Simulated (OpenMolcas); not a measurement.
## V3+, Nb3+, Ta3+: d2 down the group

| Item | Value |
| --- | --- |
| Program | OpenMolcas 26.06 |
| Method | SS-RASPT2, IPEA 0.25 Eh, imaginary shift 0.1 Eh |
| Basis | ANO-R2 |
| Scalar Hamiltonian | X2C, finite nucleus |
| Spin-orbit coupling | RASSI with atomic mean-field integrals over the reference wave functions, term energies averaged over their components |

Active space for each ion: 8 electrons in 8 orbitals (RAS1 p, at most 2 holes; RAS2 d); closed shells correlated by CASPT2: V3+ 3s; Nb3+ 4s; Ta3+ 5s.

Computed levels in cm-1 above 3F2:

| Level | V3+ | Nb3+ | Ta3+ |
| --- | --- | --- | --- |
| 3F3 | 337 | 1167 | 5540 |
| 3F4 | 771 | 2500 | 10140 |
| 1D2 | 11090 | 7960 | 11330 |
| 3P0 | 13750 | 9930 | 11840 |
| 3P1 | 13870 | 10390 | 14940 |
| 3P2 | 14110 | 11370 | 19730 |
| 1G4 | 18700 | 13930 | 20260 |
| 1S0 | 42290 | 31200 | 36900 |
| weight of 3F in the lowest level (%) | 100 | 98 | 87 |

Mixed levels, with the weight of the term that names them: Ta3+ 1D2 (64 %).

Measured, with the error of the calculation in %. Measured levels: V3+ from Sugar and Corliss, J. Phys. Chem. Ref. Data 7, 1191 (1978).

```tsv
Level	V3+
3F3	325 (+3.7)
3F4	735 (+4.9)
1D2	10959 (+1.2)
3P1	13239 (+4.7)
3P2	13458 (+4.9)
1G4	18391 (+1.7)
1S0	42462 (-0.4)
```

The fine-structure level 3F4 changes by a factor of 13.2 from V3+ to Ta3+.

Without spin-orbit coupling 1D lies 10660, 6620, 5060 cm-1 above 3F in that order; the difference to the level 1D2, of either sign, comes from spin-orbit coupling, which also lowers the zero.

Term energies are means over components that CASPT2 splits; among the terms shown or strongly mixed into the levels shown the widest spread is 430 cm-1 (4d2 1G, Nb3+). Active for correlation alone: 3p; no level in the range computed is led by a configuration that opens it, so any true level of that kind is missing (holds for V3+). Active for correlation alone: 4p; no level in the range computed is led by a configuration that opens it, so any true level of that kind is missing (holds for Nb3+). Active for correlation alone: 5p; no level in the range computed is led by a configuration that opens it, so any true level of that kind is missing (holds for Ta3+). Computed and measured levels are paired by configuration, term and J; levels that our copy of the source lacks, or whose pairing is in doubt (as where it misses far off the trend of its configuration), stay unpaired and out of the deviations. Only configurations of the active space appear.
